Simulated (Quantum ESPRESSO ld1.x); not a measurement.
Q: Species: Ga2+. Configuration: [Ne] 3s2 3p5.75 3d10 4s1 4d0.25 (fractional occupations, a model configuration). Method: scalar-relativistic Kohn-Sham, LDA (Slater exchange, VWN5 correlation), spin-polarised, spherical densities, point nucleus; open shells are filled with parallel spins first; computed with ld1.x of Quantum ESPRESSO 7.5. Some entries of the table are withheld. Estimate them.

orbital,occ.,eigenvalue (Ry),<1/r> (bohr^-1)
1s up,1,-752.375,31.25
1s down,1,-752.356,31.25
2s up,1,-94.4220,6.834
2s down,1,-94.4081,6.834
2p up,3,-82.5382,6.711
2p down,3,-82.5209,6.711
3s up,1,-12.6310,2.186
3s down,1,-12.5960,2.186
3p up,3,(1),2.036
3p down,2.75,(2),2.036
3d up,5,-3.19017,1.675
3d down,5,-3.14929,1.681
4s up,1,(3),0.6460
4s down,0,(4),0.6468
4d up,0.25,-0.70073,0.3384
4d down,0,-0.63972,0.3134

A: 
(1) 3p up eigenvalue (Ry): -9.04252
(2) 3p down eigenvalue (Ry): -9.00669
(3) 4s up eigenvalue (Ry): -2.10059
(4) 4s down eigenvalue (Ry): -1.99032
